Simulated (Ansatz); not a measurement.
## Nudged elastic band run: CH4OSi2

Input file:

```yaml
crystal:
  periodic: [false, false, false]
  atoms:
    - { symbol: C, position_ang: [-0.750804, 1.828917, -0.352597] }
    - { symbol: Si, position_ang: [-0.460593, 0.680641, 0.851704] }
    - { symbol: Si, position_ang: [0.987958, -0.932711, 0.352146] }
    - { symbol: O, position_ang: [0.360674, -2.462097, -0.025331] }
    - { symbol: H, position_ang: [-1.495893, 2.616573, -0.233093] }
    - { symbol: H, position_ang: [-0.181157, 1.933649, -1.277073] }
    - { symbol: H, position_ang: [1.8464, -1.349155, 1.462198] }
    - { symbol: H, position_ang: [-0.306585, -2.315806, -0.777955] }
basis:
  gaussian: { orbitals: STO-3G }
hamiltonian:
  xc: pbe0
neb:
  order_check: false
  images: 5
  f_tol: 0.05
  max_iterations: 60
  initial_path: linear
  final_atoms:
    - { symbol: C, position_ang: [-0.74856623, 1.83607409, -0.35062944] }
    - { symbol: Si, position_ang: [-0.47518712, 0.67165508, 0.84146313] }
    - { symbol: Si, position_ang: [0.98290433, -0.9344766, 0.34577967] }
    - { symbol: O, position_ang: [0.36636175, -2.47076349, -0.01998069] }
    - { symbol: H, position_ang: [-0.17804989, 1.94855197, -1.27398738] }
    - { symbol: H, position_ang: [-1.4909182, 2.62519807, -0.2259508] }
    - { symbol: H, position_ang: [1.84766133, -1.33897666, 1.455006] }
    - { symbol: H, position_ang: [-0.30420597, -2.33725147, -0.77170149] }
```

Run as:

```bash
$ ansatz run input.yaml --threads 1 --pin off --max-ram 2048MiB --backend cpu --events-out ev --progress --plain --runs-dir out
```

Output, in part (warnings, iteration lines):

```
NEB end point (image 0): max|allowed force component| = 1.276e-2 eV/Å (the criterion of neb.relax_end_points is 1.000e-2)
NEB end point (image 6): max|allowed force component| = 1.252e-2 eV/Å (the criterion of neb.relax_end_points is 1.000e-2)
NEB iter   1: max|band force component| = 3.167e0 eV/Å  barrier→ = 1.9254 eV  barrier← = 1.9253 eV  Δτ_max = 0.2000 Å  (204 SCF iters)
NEB iter   2: max|band force component| = 1.412e0 eV/Å  barrier→ = 1.5007 eV  barrier← = 1.5007 eV  Δτ_max = 0.1062 Å  (172 SCF iters)
NEB iter   3: max|band force component| = 9.923e-1 eV/Å  barrier→ = 1.3350 eV  barrier← = 1.3350 eV  Δτ_max = 0.1157 Å  (148 SCF iters)
NEB iter   4: max|band force component| = 4.984e-1 eV/Å  barrier→ = 1.2077 eV  barrier← = 1.2077 eV  CI = image 3  Δτ_max = 0.0597 Å  (144 SCF iters)
NEB iter   5: max|band force component| = 6.010e-1 eV/Å  barrier→ = 1.2049 eV  barrier← = 1.2049 eV  CI = image 3  Δτ_max = 0.0301 Å  (144 SCF iters)
NEB iter   6: max|band force component| = 4.387e-1 eV/Å  barrier→ = 1.1985 eV  barrier← = 1.1985 eV  CI = image 3  Δτ_max = 0.0265 Å  (148 SCF iters)
NEB iter   7: max|band force component| = 3.131e-1 eV/Å  barrier→ = 1.1926 eV  barrier← = 1.1926 eV  CI = image 3  Δτ_max = 0.0234 Å  (135 SCF iters)
NEB iter   8: max|band force component| = 2.021e-1 eV/Å  barrier→ = 1.1891 eV  barrier← = 1.1891 eV  CI = image 3  Δτ_max = 0.0299 Å  (142 SCF iters)
NEB iter   9: max|band force component| = 3.153e-1 eV/Å  barrier→ = 1.1873 eV  barrier← = 1.1873 eV  CI = image 3  Δτ_max = 0.0149 Å  (135 SCF iters)
NEB iter  10: max|band force component| = 2.863e-1 eV/Å  barrier→ = 1.1860 eV  barrier← = 1.1859 eV  CI = image 3  Δτ_max = 0.0150 Å  (136 SCF iters)
NEB iter  11: max|band force component| = 2.161e-1 eV/Å  barrier→ = 1.1847 eV  barrier← = 1.1847 eV  CI = image 3  Δτ_max = 0.0075 Å  (145 SCF iters)
NEB iter  12: max|band force component| = 1.314e-1 eV/Å  barrier→ = 1.1839 eV  barrier← = 1.1839 eV  CI = image 3  Δτ_max = 0.0075 Å  (123 SCF iters)
NEB iter  13: max|band force component| = 1.095e-1 eV/Å  barrier→ = 1.1833 eV  barrier← = 1.1832 eV  CI = image 3  Δτ_max = 0.0075 Å  (134 SCF iters)
NEB iter  14: max|band force component| = 1.186e-1 eV/Å  barrier→ = 1.1829 eV  barrier← = 1.1829 eV  CI = image 3  Δτ_max = 0.0075 Å  (122 SCF iters)
NEB iter  15: max|band force component| = 1.183e-1 eV/Å  barrier→ = 1.1826 eV  barrier← = 1.1826 eV  CI = image 3  Δτ_max = 0.0149 Å  (121 SCF iters)
NEB iter  16: max|band force component| = 1.126e-1 eV/Å  barrier→ = 1.1820 eV  barrier← = 1.1820 eV  CI = image 3  Δτ_max = 0.0149 Å  (146 SCF iters)
NEB iter  17: max|band force component| = 1.115e-1 eV/Å  barrier→ = 1.1814 eV  barrier← = 1.1814 eV  CI = image 3  Δτ_max = 0.0075 Å  (147 SCF iters)
NEB iter  18: max|band force component| = 1.054e-1 eV/Å  barrier→ = 1.1811 eV  barrier← = 1.1811 eV  CI = image 3  Δτ_max = 0.0075 Å  (117 SCF iters)
NEB iter  19: max|band force component| = 1.045e-1 eV/Å  barrier→ = 1.1808 eV  barrier← = 1.1808 eV  CI = image 3  Δτ_max = 0.0075 Å  (123 SCF iters)
NEB iter  20: max|band force component| = 1.046e-1 eV/Å  barrier→ = 1.1804 eV  barrier← = 1.1804 eV  CI = image 3  Δτ_max = 0.0149 Å  (115 SCF iters)
NEB iter  21: max|band force component| = 1.052e-1 eV/Å  barrier→ = 1.1797 eV  barrier← = 1.1796 eV  CI = image 3  Δτ_max = 0.0299 Å  (145 SCF iters)
NEB iter  22: max|band force component| = 1.086e-1 eV/Å  barrier→ = 1.1779 eV  barrier← = 1.1779 eV  CI = image 3  Δτ_max = 0.0299 Å  (142 SCF iters)
NEB iter  23: max|band force component| = 1.139e-1 eV/Å  barrier→ = 1.1759 eV  barrier← = 1.1758 eV  CI = image 3  Δτ_max = 0.0299 Å  (142 SCF iters)
NEB iter  24: max|band force component| = 1.199e-1 eV/Å  barrier→ = 1.1734 eV  barrier← = 1.1734 eV  CI = image 3  Δτ_max = 0.0299 Å  (145 SCF iters)
NEB iter  25: max|band force component| = 1.259e-1 eV/Å  barrier→ = 1.1706 eV  barrier← = 1.1706 eV  CI = image 3  Δτ_max = 0.0299 Å  (143 SCF iters)
NEB iter  26: max|band force component| = 1.327e-1 eV/Å  barrier→ = 1.1674 eV  barrier← = 1.1673 eV  CI = image 3  Δτ_max = 0.0299 Å  (145 SCF iters)
NEB iter  27: max|band force component| = 1.404e-1 eV/Å  barrier→ = 1.1636 eV  barrier← = 1.1636 eV  CI = image 3  Δτ_max = 0.0299 Å  (145 SCF iters)
NEB iter  28: max|band force component| = 1.493e-1 eV/Å  barrier→ = 1.1594 eV  barrier← = 1.1593 eV  CI = image 3  Δτ_max = 0.0299 Å  (146 SCF iters)
NEB iter  29: max|band force component| = 1.593e-1 eV/Å  barrier→ = 1.1545 eV  barrier← = 1.1545 eV  CI = image 3  Δτ_max = 0.0298 Å  (146 SCF iters)
NEB iter  30: max|band force component| = 1.703e-1 eV/Å  barrier→ = 1.1489 eV  barrier← = 1.1489 eV  CI = image 3  Δτ_max = 0.0299 Å  (147 SCF iters)
NEB iter  31: max|band force component| = 1.819e-1 eV/Å  barrier→ = 1.1426 eV  barrier← = 1.1426 eV  CI = image 3  Δτ_max = 0.0299 Å  (145 SCF iters)
NEB iter  32: max|band force component| = 2.071e-1 eV/Å  barrier→ = 1.1355 eV  barrier← = 1.1355 eV  CI = image 3  Δτ_max = 0.0299 Å  (148 SCF iters)
NEB iter  33: max|band force component| = 2.375e-1 eV/Å  barrier→ = 1.1276 eV  barrier← = 1.1276 eV  CI = image 3  Δτ_max = 0.0299 Å  (148 SCF iters)
NEB iter  34: max|band force component| = 2.694e-1 eV/Å  barrier→ = 1.1188 eV  barrier← = 1.1188 eV  CI = image 3  Δτ_max = 0.0299 Å  (148 SCF iters)
NEB iter  35: max|band force component| = 3.039e-1 eV/Å  barrier→ = 1.1091 eV  barrier← = 1.1091 eV  CI = image 3  Δτ_max = 0.0299 Å  (147 SCF iters)
NEB iter  36: max|band force component| = 3.383e-1 eV/Å  barrier→ = 1.0987 eV  barrier← = 1.0987 eV  CI = image 3  Δτ_max = 0.0599 Å  (147 SCF iters)
NEB iter  37: max|band force component| = 4.046e-1 eV/Å  barrier→ = 1.0766 eV  barrier← = 1.0766 eV  CI = image 3  Δτ_max = 0.1209 Å  (143 SCF iters)
NEB iter  38: max|band force component| = 5.103e-1 eV/Å  barrier→ = 1.0375 eV  barrier← = 1.0375 eV  CI = image 3  Δτ_max = 0.2000 Å  (144 SCF iters)
NEB iter  39: max|band force component| = 4.905e-1 eV/Å  barrier→ = 1.0342 eV  barrier← = 1.0342 eV  CI = image 3  Δτ_max = 0.1990 Å  (150 SCF iters)
NEB iter  40: max|band force component| = 6.503e-1 eV/Å  barrier→ = 0.9816 eV  barrier← = 0.9815 eV  CI = image 3  Δτ_max = 0.1954 Å  (147 SCF iters)
NEB iter  41: max|band force component| = 4.181e-1 eV/Å  barrier→ = 0.9945 eV  barrier← = 0.9945 eV  CI = image 3  Δτ_max = 0.1979 Å  (143 SCF iters)
NEB iter  42: max|band force component| = 4.718e-1 eV/Å  barrier→ = 0.9942 eV  barrier← = 0.9942 eV  CI = image 3  Δτ_max = 0.1005 Å  (150 SCF iters)
NEB iter  43: max|band force component| = 6.295e-1 eV/Å  barrier→ = 0.9913 eV  barrier← = 0.9913 eV  CI = image 3  Δτ_max = 0.0503 Å  (144 SCF iters)
NEB iter  44: max|band force component| = 1.543e0 eV/Å  barrier→ = 1.0146 eV  barrier← = 1.0146 eV  CI = image 2  Δτ_max = 0.0502 Å  (145 SCF iters)
NEB iter  45: max|band force component| = 1.458e0 eV/Å  barrier→ = 1.0119 eV  barrier← = 1.0119 eV  CI = image 2  Δτ_max = 0.1009 Å  (146 SCF iters)
NEB iter  46: max|band force component| = 1.239e0 eV/Å  barrier→ = 0.9869 eV  barrier← = 0.9869 eV  CI = image 2  Δτ_max = 0.2000 Å  (139 SCF iters)
NEB iter  47: max|band force component| = 6.286e-1 eV/Å  barrier→ = 1.0134 eV  barrier← = 1.0133 eV  CI = image 3  Δτ_max = 0.1966 Å  (150 SCF iters)
NEB iter  48: max|band force component| = 7.641e-1 eV/Å  barrier→ = 1.0174 eV  barrier← = 1.0173 eV  CI = image 3  Δτ_max = 0.0997 Å  (145 SCF iters)
NEB iter  49: max|band force component| = 9.457e-1 eV/Å  barrier→ = 1.0452 eV  barrier← = 1.0452 eV  CI = image 3  Δτ_max = 0.1415 Å  (145 SCF iters)
NEB iter  50: max|band force component| = 9.170e-1 eV/Å  barrier→ = 1.0171 eV  barrier← = 1.0171 eV  CI = image 3  Δτ_max = 0.0838 Å  (145 SCF iters)
NEB iter  51: max|band force component| = 8.674e-1 eV/Å  barrier→ = 0.9445 eV  barrier← = 0.9444 eV  CI = image 3  Δτ_max = 0.1983 Å  (145 SCF iters)
NEB iter  52: max|band force component| = 1.212e0 eV/Å  barrier→ = 0.7949 eV  barrier← = 0.7949 eV  CI = image 3  Δτ_max = 0.1269 Å  (144 SCF iters)
NEB iter  53: max|band force component| = 1.679e0 eV/Å  barrier→ = 0.7386 eV  barrier← = 0.7386 eV  CI = image 2  Δτ_max = 0.2000 Å  (150 SCF iters)
NEB iter  54: max|band force component| = 1.475e0 eV/Å  barrier→ = 0.9007 eV  barrier← = 0.9007 eV  CI = image 2  Δτ_max = 0.2000 Å  (152 SCF iters)
NEB iter  55: max|band force component| = 1.473e0 eV/Å  barrier→ = 0.8106 eV  barrier← = 0.8106 eV  CI = image 2  Δτ_max = 0.1000 Å  (149 SCF iters)
NEB iter  56: max|band force component| = 9.028e-1 eV/Å  barrier→ = 0.7879 eV  barrier← = 0.7879 eV  CI = image 2  Δτ_max = 0.0997 Å  (142 SCF iters)
NEB iter  57: max|band force component| = 5.603e-1 eV/Å  barrier→ = 0.7737 eV  barrier← = 0.7737 eV  CI = image 2  Δτ_max = 0.0995 Å  (140 SCF iters)
NEB iter  58: max|band force component| = 3.710e-1 eV/Å  barrier→ = 0.7696 eV  barrier← = 0.7696 eV  CI = image 2  Δτ_max = 0.0997 Å  (140 SCF iters)
NEB iter  59: max|band force component| = 3.571e-1 eV/Å  barrier→ = 0.7750 eV  barrier← = 0.7750 eV  CI = image 2  Δτ_max = 0.0995 Å  (138 SCF iters)
NEB iter  60: max|band force component| = 9.142e-1 eV/Å  barrier→ = 0.8271 eV  barrier← = 0.8271 eV  CI = image 4  Δτ_max = 0.0505 Å  (138 SCF iters)
Error: NEB band did not converge after 60 iterations: max|band force component| = 9.14e-1 eV/Å (threshold 5.0e-2); raise `neb.max_iterations` in a new run, which can start from the last band evaluated (`neb.initial_path`, with `crystal.atoms` and `neb.final_atoms` set to its first and last images), …
```

It did not converge within its limit. The band didn't meet its force threshold, so its energies are provisional: the largest band force was still 0.91 eV/Å, and over the last iterations the top moved between 0.77 and 0.83 eV. Inner images lie below an end point, which means an intermediate or an end that isn't the lowest structure nearby. Limits of this set-up: minimal basis.

Final band (atoms are numbered from 1 in the order of the input):

```csv
image,path coordinate (Å),energy (eV),dihedral H5–C1–Si2–Si3 (°)
0,0.00,0.00,176
1,1.10,0.03,163
2,2.20,0.78,-177
3,3.72,-0.17,-112
4,5.25,0.83,-81
5,6.77,0.05,-33
6,8.30,0.00,-9
```

The run took 7.4 min on 1 thread of Arm Neoverse V1, with other jobs on the host, peak memory 0.09 GiB.
